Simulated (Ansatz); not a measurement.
`[OH][GaH][SeH]` + `C#CC` → `C#CC[SeH]` + `[OH][GaH2]` at 400 K and 1 bar (formal exchange of groups at the Se–Ga bond).

Computed with Ansatz on PBE0-D4/def2-TZVP structures; ΔE is electronic, products minus reactants. CCSD(T)/CBS adds triple-zeta CCSD(T) − MP2 to the extrapolated MP2 energy (def2 sets, frozen cores). This one scheme is used for every species. For Ga, Se outer-core shells are correlated without core-valence functions, which leaves a few kJ/mol of doubt a bond. Scalar relativity is left out up to krypton. Each species was taken in one conformer, which may not be the lowest.

```csv
species,CCSD(T)/CBS energy (Eh),H − E (kJ/mol),S (J/(mol·K))
`[OH][GaH][SeH]`,-4401.68747,101.4,348.9
`C#CC`,-116.49627,165.8,265.8
`C#CC[SeH]`,-2517.19031,168.9,340.6
`[OH][GaH2]`,-2000.92981,89.0,281.3
```

H − E and S are ideal-gas, rigid-rotor, harmonic terms from PBE0-D4/def2-TZVP, for one conformer and one mirror image of each species. 1 Eh = 2625.50 kJ/mol, R = 8.31446 J/(mol·K).

By hand: ΔE, ΔH, ΔS and ΔG.

ΔE = (-2517.19031) + (-2000.92981) − (-4401.68747) − (-116.49627) = 0.06362 Eh = 167.0 kJ/mol. Δ(H − E) = 168.9 + 89.0 − 101.4 − 165.8 = -9.3, so ΔH = 157.7 kJ/mol. ΔS = 340.6 + 281.3 − 348.9 − 265.8 = 7.2 J/(mol·K). ΔG = 157.7 − 400 × (7.2)/1000 = 154.8 kJ/mol.

By hand: the equilibrium constant, and the temperature at which ΔG would vanish if ΔH and ΔS stayed fixed.

log₁₀ K = −ΔG/(RT ln 10) = -20.2. ΔG = 0 at ΔH/ΔS = 21903 K, far beyond where these terms or the molecules hold.

The number of gas molecules stays the same, so ΔS is small and ΔH decides. A doubt of 5 kJ/mol in ΔE shifts log₁₀ K by 0.7 here. Other conformers and mirror images would add mixing entropy, several J/(mol·K) or more a flexible species. These are equilibria of isolated gas molecules and say nothing of rates. Largest T1 diagnostic: 0.015 (customary marks: 0.02 for closed shells, 0.045 for open ones).
